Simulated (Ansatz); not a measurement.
```yaml
crystal:
  periodic: [false, false, false]
  atoms:
    - {symbol: Au, position_ang: [-1.111657, -1.810915, -1.259470]}
    - {symbol: Au, position_ang: [1.113021, 1.810355, 1.259078]}
    - {symbol: Ag, position_ang: [0.031544, 0.793341, -1.168671]}
    - {symbol: Ag, position_ang: [-0.032908, -0.792782, 1.169074]}
basis:
  gaussian: {orbitals: def2-SVPD}
hamiltonian: {xc: {name: revPBE}, dispersion: d4}
```

```sh
$ ansatz run in.yaml --threads 4 --pin off --events-out ev --progress --plain --max-ram 3916MiB
```

Shortened log:

```
Functional definition: revPBE
1214 factors; their error is unknown
mean field evaluation 1: about -15391.0374 eV, gradient 4.3e1 eV
mean field evaluation 2: about -15370.5092 eV, gradient 1.1e2 eV
mean field evaluation 4: about -15394.9696 eV, gradient 9.8e0 eV
mean field evaluation 8: about -15395.1917 eV, gradient 1.1e-1 eV
mean field evaluation 16: about -15395.1917 eV, gradient 7.2e-5 eV
mean field -15395.19171958 eV, -565.7628604587 hartree, gradient 7.2e-5 eV, S^2 0.000000; 0 other end points of the search recorded, 0 dependent functions left out
reference -15395.19177352 eV, -565.7628624412 hartree; 38, 38 occupied and 100, 100 virtual orbitals, 1214 factors
Total energy: -15395.61626878 eV, -565.7784623541 hartree
```

Run time 1.8 s (4 threads of Arm Neoverse V2 on a shared host).

In the def2 sets Ag, Au take a core potential; there is no spin–orbit coupling.
